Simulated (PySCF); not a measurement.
## CsBi⁻: one state, many levels of theory

State: ⁴Σ⁻ (quartet), unpaired electrons σ ↑, π ↑↑. Set-up: basis Cs def2-SVPD with ECP46, Bi def2-SVPD with ECP60; scalar-relativistic core potentials; PySCF 2.14. De refers to Cs + Bi⁻ in their high-spin ground configurations, without counterpoise correction. The functionals are run spin-unrestricted. A positive dipole points towards Bi; it is taken about the centre of mass and depends on that origin.

| Level | Re (Å) | ωe (cm⁻¹) | De (eV) | μ (D) | CPU s a point (SCF and correlation, without the integrals) |
| --- | --- | --- | --- | --- | --- |
| PBE | 3.970 | 56.0 | n/a | 6.73 | 1.2 |
| revPBE | 4.028 | 52.8 | n/a | 7.28 | 0.8 |
| r²SCAN | 3.985 | 56.8 | n/a | 6.29 | 1.7 |
| B3LYP | 4.016 | 54.8 | n/a | 5.64 | 1.4 |
| PBE0 | 3.939 | 59.5 | n/a | 6.50 | 1.9 |
| B97-3 | 4.049 | 52.6 | n/a | 6.68 | 2.3 |
| HSE06 | 3.943 | 59.3 | n/a | 6.35 | 1.6 |

**Question.** What does a quarter of exact exchange do here, going from PBE to PBE0?

**Answer.** PBE0 less PBE: -3.1 pm in Re, +6.2 % in ωe. Exact exchange removes part of the self-interaction that spreads semilocal densities, and in most molecules shortens and stiffens the bond and lowers De; so it does here.

Spin–orbit coupling is left out, which matters for elements this heavy, above all for dissociation energies. Counting both spins, an empty level lies below a filled one in some of these solutions, because spin and occupation are held. The highest Kohn–Sham level is positive in this anion. Much of that is self-interaction error, but it also means that the finite basis helps to hold the extra electron. The state is the lowest determinant that a PBE0 search found; another state may lie lower at other levels.

The whole job (state search and all levels along the bond) took about 4.4 min on 1 thread of Arm Neoverse N1 (shared host), peak memory 0.88 GiB.
